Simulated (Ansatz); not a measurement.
Basis sets compared for Ru2F6. Total charge 0; singlet. Geometry PBE0-D4/def2-SVP. Ansatz on 4 threads of AMD EPYC 9R45 on a shared host; times are rough, and most runs start from earlier orbitals.

Cartesian coordinates in Å:
```
Ru -0.956 0.728 0.268
Ru 0.955 -0.728 -0.269
F -0.460 2.146 -0.744
F 0.471 -2.133 0.767
F -2.256 -0.369 -0.355
F 0.666 -0.830 -2.055
F 2.262 0.374 0.330
F -0.683 0.811 2.058
```

In the def2 sets Ru takes a core potential; there is no spin–orbit coupling. The restricted singlet is unstable towards broken spin symmetry in Hartree–Fock (as tested in another run); at PBE-D4/def2-SVP, PBE-D4/def2-TZVP, PBE0-D4/def2-SVP, PBE0-D4/def2-TZVP this wasn't settled. No other spin state of charge 0 was run. Another isomer (singlet) lies 0.95 eV lower at PBE-D4/def2-SVP; other spin states weren't run for this one.

Binding counts from free atoms (Ru quintet, F doublet) in the same basis, without a counterpoise term.

| level | functions | energy (Eh) | HOMO (eV) | LUMO (eV) | binding per atom (eV) | wall time |
| --- | --- | --- | --- | --- | --- | --- |
| PBE-D4/def2-SVP | 146 | -787.9407 | -5.74 | -4.89 | 3.80 | 0.95 s |
| PBE0-D4/def2-SVP | 146 | -787.7797 | -7.93 | -4.29 | 3.21 | 1.3 s |

Task: Estimate the rows for PBE-D4/def2-TZVP (with forces), PBE0-D4/def2-TZVP.

Result: 
```json
{"level": "PBE-D4/def2-TZVP (with forces)", "functions": "266", "energy (Eh)": "-788.7335", "HOMO (eV)": "-5.93", "LUMO (eV)": "-5.06", "binding per atom (eV)": "3.69", "wall time": "1.7 s"}
{"level": "PBE0-D4/def2-TZVP", "functions": "266", "energy (Eh)": "-788.5734", "HOMO (eV)": "-8.02", "LUMO (eV)": "-4.35", "binding per atom (eV)": "3.16", "wall time": "2.5 s"}
```
